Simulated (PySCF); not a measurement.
Compound: C5H13N2 (doublet state).
Atom-mapped SMILES: `[CH3:1][CH2:2][CH:3][NH:4][CH2:5][CH2:6][NH2:7]` (hydrogens: H8, H9, H10 on C1; H11, H12 on C2; H13 on C3; H14 on N4; H15, H16 on C5; H17, H18 on C6; H19, H20 on N7)

Cartesian coordinates in Å at the GFN2-xTB level; atoms count from 1:
```
atom  x, y, z in Å
C1    -3.0423    0.7513   -0.3662
C2    -2.4113   -0.6518   -0.2797
C3    -1.0080   -0.6943   -0.7627
N4    -0.0118   -0.1819    0.0684
C5     1.3716   -0.3888   -0.2795
C6     2.2832    0.4734    0.6099
N7     3.6938    0.3899    0.2883
H8    -3.0725    1.0858   -1.4003
H9    -2.4510    1.4605    0.2080
H10   -4.0573    0.7401    0.0257
H11   -2.4492   -0.9843    0.7625
H12   -3.0152   -1.3409   -0.8754
H13   -0.8136   -0.5873   -1.8176
H14   -0.2037   -0.3331    1.0518
H15    1.4997   -0.0988   -1.3278
H16    1.6723   -1.4487   -0.1870
H17    2.1637    0.1687    1.6542
H18    1.9778    1.5193    0.5247
H19    4.0122   -0.5716    0.3529
H20    3.8565    0.7031   -0.6629
```

The hyperfine couplings belong to this conformer and change with its torsions.

Method: UKS B3LYP, pcH-1 on C H N, non-relativistic, mean-field spin-orbit, GIAO (PySCF). Geometry: GFN2-xTB, one conformer, isolated molecule. The geometry wasn't refined by DFT: couplings that depend on bond lengths, twists or pyramidal angles can differ widely from those at the functional's own minimum. The SCF solution wasn't tested for stability.

Principal values of hyperfine tensors in MHz (contact and dipolar terms together), for some of the nuclei:

```csv
atom,isotope,A1,A2,A3
C1,13C,61.17,61.33,75.58
H13,1H,-62.07,-31.19,2.23
H12,1H,21.13,22.65,36.35
H16,1H,15.57,16.93,26.11
H11,1H,14.64,15.50,28.40
C2,13C,-19.80,-19.29,-14.49
N4,14N,0.40,0.78,35.65
C5,13C,8.55,9.75,14.81
```

**Question.** Split each tensor into its isotropic and traceless parts, and turn a_iso into mT with g = 2.0027.

**Answer.** a_iso is a third of the trace, T = A − a_iso, and a(mT) = a(MHz)/(g × 13.996).

```tsv
atom	a_iso (MHz)	a_iso (mT)	T1	T2	T3
C1	66.03	2.356	-4.86	-4.69	9.55
H13	-30.34	-1.083	-31.73	-0.84	32.57
H12	26.71	0.953	-5.58	-4.06	9.64
H16	19.54	0.697	-3.97	-2.61	6.57
H11	19.51	0.696	-4.87	-4.01	8.88
C2	-17.86	-0.637	-1.94	-1.43	3.37
N4	12.28	0.438	-11.88	-11.49	23.38
C5	11.04	0.394	-2.48	-1.29	3.77
```

**Question.** What spin density at the nucleus of H16 lies behind its contact coupling (g_N = 5.58569)?

**Answer.** a_FC = (2μ0/3) gₑ μB g_N μN ρ(0)/(2S·h) = 800.24 MHz × g_N × ρ(0)/(2S), with ρ in bohr⁻³. With a_FC = 19.54 MHz and 2S = 1, ρ(0) = 0.004371 bohr⁻³. In magnitude that is 1.4 % of the 1/π = 0.318 of a free hydrogen atom.

**Question.** C3 (13C, g_N = 1.40482) isn't in the table. Its spin density at the nucleus is 0.1102 bohr⁻³. What is its contact coupling?

**Answer.** By the same relation, a_FC = 123.9 MHz. Its full tensor has the principal values 55.39, 56.11, 260.32 MHz.

**Question.** Which nucleus of the table has the largest anisotropic coupling, and what is its form?

**Answer.** H13: -31.7, -0.8, 32.6 MHz, rhombic: the two smaller values differ by 95 % of the largest.

**Question.** What first-order splitting does C1 cause when the field lies along A1, A2 or A3 of its tensor (g taken as isotropic, no quadrupole term)?

**Answer.** 2 lines (I = 1/2), spaced by |A_i|/(g × 13.996): 2.18, 2.19, 2.70 mT along the axes of A1, A2 and A3.

Time: 77 s wall (grids of density and orbitals included); peak memory 1.1 GiB. Hardware: one thread of an Arm Neoverse V2, on a shared host.
